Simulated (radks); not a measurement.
Question: The mean radii <r> (bohr) of the occupied orbitals of an atom or ion are listed with their occupations. All-electron calculation, Dirac Kohn-Sham, PBE, spin-unpolarised, spherical densities, point nucleus. Program: a radial shooting solver on a logarithmic mesh with Libxc functionals.

| orbital | occ. | <r> |
|---|---|---|
| 1s1/2 | 2 | 0.06959 |
| 2s1/2 | 2 | 0.3247 |
| 2p1/2 | 2 | 0.2880 |
| 2p3/2 | 4 | 0.2907 |
| 3s1/2 | 2 | 0.9747 |
| 3p1/2 | 2 | 1.022 |
| 3p3/2 | 4 | 1.029 |

Name the element and its charge. Open shells, if any, fill j = l - 1/2 first.

Answer: Z = 22, titanium, charge +4: Ti4+ in [Ar]. The 1s radius gives Z: for a bare nucleus <r> = (2 gamma + 1)/(2Z) with gamma = sqrt(1 - (Z/c)^2), 0.06759 bohr for Z = 22, and screening makes it slightly larger (0.06959 here). The occupations add up to 18, and the charge is Z minus that.
